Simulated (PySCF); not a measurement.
C3H13NSi2, SMILES C[SiH2]N[C@H](C)[SiH3]. Atoms are numbered in the order given.

```xyz
19

C     -3.1563    -0.2804     0.4504
Si    -1.3055    -0.4605     0.7218
N     -0.5084     0.1685    -0.6955
C      0.9293     0.2612    -0.9457
C      1.5497    -1.0570    -1.4397
Si     1.9045     0.9764     0.5359
H     -3.7133    -0.6297     1.3345
H     -3.4255     0.7713     0.2649
H     -3.4913    -0.8804    -0.4118
H     -0.8545     0.3290     1.9057
H     -0.9982    -1.8971     1.0308
H     -1.0360     0.0497    -1.5586
H      1.0868     1.0236    -1.7342
H      2.6161    -0.9394    -1.6942
H      1.4663    -1.8458    -0.6743
H      1.0265    -1.4156    -2.3429
H      1.9415     0.0110     1.6734
H      3.3068     1.2139     0.0806
H      1.3120     2.2633     0.9971
```

The structure is a stationary point at B3LYP-D3(BJ)/def2-SVP. The structure was generated by enumeration; whether it is a known compound was not checked. Other conformers were not sampled.

Computed with PySCF with B3LYP/def2-TZVP.

Gas-phase values at a fixed geometry.

```
Property                                                                                                      Result
---------------------------------------------------------------------------------------------  ---------------------
total energy                                                                                      -756.03282 hartree
highest occupied level                                                                                      -6.51 eV
lowest empty level                                                                                           0.18 eV
orbital gap                                                                                                  6.69 eV
dipole moment                                                                                                 1.63 D
quadrupole, principal values (traceless, Buckingham form, about the centre of nuclear charge)  -3.59, 1.25, 2.34 D·Å
```
